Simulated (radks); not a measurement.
Species: the dysprosium ion Dy3+. Configuration: [Kr] 4d10 4f10 5s2 5p5 (not the ground configuration). All-electron calculation, scalar-relativistic Kohn-Sham, LDA (Slater exchange, Perdew-Wang correlation), spin-polarised, spherical densities, finite nucleus; open shells are filled with parallel spins first (spin-orbit coupling, left out, can overturn this in heavy ions); Fermi nuclear charge, rms radius 5.2218 fm. Program: a radial shooting solver on a logarithmic mesh with Libxc functionals.

Unscreened Slater integrals over Kohn-Sham orbitals (hartree). They are taken over the spin-up orbitals.

integral,value
"F0(4f,4f)",1.1242
"F2(4f,4f)",0.52275
"F4(4f,4f)",0.32566
"F6(4f,4f)",0.23363
"F0(4f,5p)",0.72181
"F2(4f,5p)",0.25200
"G2(4f,5p)",0.13663
"G4(4f,5p)",0.10440
"F0(4f,5s)",0.80951
"G3(4f,5s)",0.15748
"F0(5p,5p)",0.60537
"F2(5p,5p)",0.32688
"F0(5p,5s)",0.64725
"G1(5p,5s)",0.43282
"F0(5s,5s)",0.70212

Derived for the open shells (J is the average intra-shell exchange parameter used in DFT+U). 4f: F4/F2 = 0.623, F6/F2 = 0.447, J = (286 F2 + 195 F4 + 250 F6)/6435 = 0.04218 hartree. 5p: J = F2/5 = 0.06538 hartree.
